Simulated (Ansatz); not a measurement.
Total energies of GeF4 from Ansatz at PBE0-D4/def2-TZVP, gas phase (1 Eh = 27.2114 eV = 2625.5 kJ/mol). The reference geometry is relaxed at B3LYP-D4/def2-SVP.

```xyz
5

Ge    0.0000    0.0000    0.0000
F    -1.0533    1.3357    0.1199
F    -0.9059   -1.4130   -0.3010
F     0.8615   -0.1775    1.4609
F     1.0977    0.2548   -1.2798
```

| state | geometry | energy (Eh) |
| --- | --- | --- |
| charge 0 singlet | reference | -2476.07314 |
| charge 1 doublet | reference | -2475.51432 |
| charge 1 doublet | relaxed at B3LYP-D4/def2-SVP | -2475.53718 |
| free Ge atom (triplet) | – | -2076.65516 |
| free F atom (doublet) | – | -99.67617 |

Question: Work out the vertical ionisation energy to the doublet.

Answer: E(charge 1 doublet) − E(charge 0 singlet) = -2475.51432 − (-2476.07314) = 0.55882 Eh = 15.21 eV. For comparison, −ε of the highest occupied level is 12.68 eV at this level, 2.53 eV less.

Question: How much does the charge 1 doublet relax, and what is the adiabatic ionisation energy?

Answer: Relaxation: -2475.51432 − (-2475.53718) = 0.02286 Eh = 0.62 eV. Adiabatic ionisation energy: 0.53596 Eh = 14.58 eV, without zero-point energy. 

Question: What is the binding energy per atom against free atoms?

Answer: Atoms: 1 × (-2076.65516) + 4 × (-99.67617) = -2475.35984 Eh. Binding: -2475.35984 − (-2476.07314) = 0.71330 Eh = 19.41 eV, or 3.88 eV for each of 5 atoms (no zero-point energy, no counterpoise term).
